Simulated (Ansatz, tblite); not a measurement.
Cost and result up the ladder for LaCl3 (the lowest singlet isomer of a short search) (4 atoms). Total charge 0; singlet. Geometry: PBE0-D4/def2-SVP.

```xyz
4

La    0.136    0.104    0.222
Cl   -2.050   -0.628    1.428
Cl    1.847   -1.744   -0.430
Cl    0.067    2.268   -1.220
```

Ansatz on 4 threads of Arm Neoverse V2 on a shared host; xTB runs through tblite on one thread. Times are rough, summed over both states, and most runs start from the orbitals of an earlier one. RPA@PBE/def2-TZVP serves as the yardstick here, not as an exact answer. The other state is a triplet at its own geometry.

In the def2 sets La takes a core potential; there is no spin–orbit coupling. The xTB rows come from tblite. Correlated methods freeze 15 core orbitals; core or outer-core shells of La are correlated, in sets that lack core-valence functions. HOMO above LUMO, or a gap near zero within one spin, warns that the state may not be the lowest or that an electron is smeared out. The structure comes from a short search, and lower isomers may exist.

Correlated methods converge slowly with the basis.

xTB has no spin-polarisation term.

```json
{"level": "PBE0-D4/def2-TZVP (with forces)", "functions": "151", "triplet − singlet (eV)": "4.70", "difference from RPA@PBE/def2-TZVP (eV)": "0.87", "remarks": "–"}
{"level": "GFN2-xTB", "functions": "36", "triplet − singlet (eV)": "1.47", "difference from RPA@PBE/def2-TZVP (eV)": "-2.36", "remarks": "–"}
{"level": "RPA@PBE/def2-TZVP", "functions": "151", "triplet − singlet (eV)": "3.83", "difference from RPA@PBE/def2-TZVP (eV)": "0.00", "remarks": "–"}
{"level": "BLYP-D4/def2-TZVP", "functions": "151", "triplet − singlet (eV)": "4.00", "difference from RPA@PBE/def2-TZVP (eV)": "0.17", "remarks": "gap within one spin near zero (triplet)"}
{"level": "GFN1-xTB", "functions": "36", "triplet − singlet (eV)": "2.86", "difference from RPA@PBE/def2-TZVP (eV)": "-0.97", "remarks": "–"}
```

Problem. Estimate how long each takes.

Solution. GFN1-xTB 0.009 s; GFN2-xTB 0.012 s; RPA@PBE/def2-TZVP 8.4 s; BLYP-D4/def2-TZVP 8.9 s; PBE0-D4/def2-TZVP (with forces) 13 s. On shared hardware such times vary by a factor of up to 3.
